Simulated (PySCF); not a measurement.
C4H5FSi, SMILES C(/C#C)=C/[SiH2]F.

Geometry: PBE-D3(BJ)/def2-SVP. The structure was generated by enumeration; whether it is a known compound was not checked. One conformer was computed; it need not be the lowest.

Computed with PBE-D3(BJ)/def2-SVP in PySCF 2.14.0.

Frequencies are harmonic and unscaled.

```csv
mode,ν (cm⁻¹),IR (km/mol),moving atoms (share of kinetic energy)
1,38,1.1,"F 37 %, Si 30 %, H 21 %, C 13 %"
2,76,0.2,"C 56 %, Si 16 %, F 15 %, H 13 %"
3,202,6.0,"F 37 %, C 27 %, Si 26 %, H 10 %"
4,233,1.8,"C 71 %, H 29 %"
5,299,3.7,"C 69 %, F 16 %, Si 8 %"
6,400,5.7,"H 50 %, C 48 %"
7,590,0.2,"C 78 %, Si 11 %, H 9 %"
8,623,31.1,"H 55 %, C 30 %, Si 14 %"
9,633,56.3,"H 79 %, C 20 %"
10,654,34.3,"H 80 %, C 20 %"
11,696,2.2,H 91 %
12,719,30.1,"C 67 %, Si 20 %, H 12 %"
13,723,65.0,"H 64 %, C 32 %"
14,832,14.5,"F 45 %, H 38 %, Si 15 %"
15,887,300.5,"H 67 %, Si 21 %, F 10 %"
16,921,51.3,"H 74 %, C 14 %, Si 9 %"
17,952,71.0,"C 52 %, H 40 %"
18,955,0.0,"H 78 %, C 22 %"
19,1132,3.1,"H 88 %, C 12 %"
20,1308,7.7,"H 62 %, C 37 %"
21,1584,28.9,C 95 %
22,2139,1.3,"C 92 %, H 8 %"
23,2177,50.2,H 98 %
24,2182,121.8,H 96 %
25,3061,3.9,H 92 %
26,3097,0.7,"H 92 %, C 8 %"
27,3405,78.9,"H 86 %, C 14 %"
```
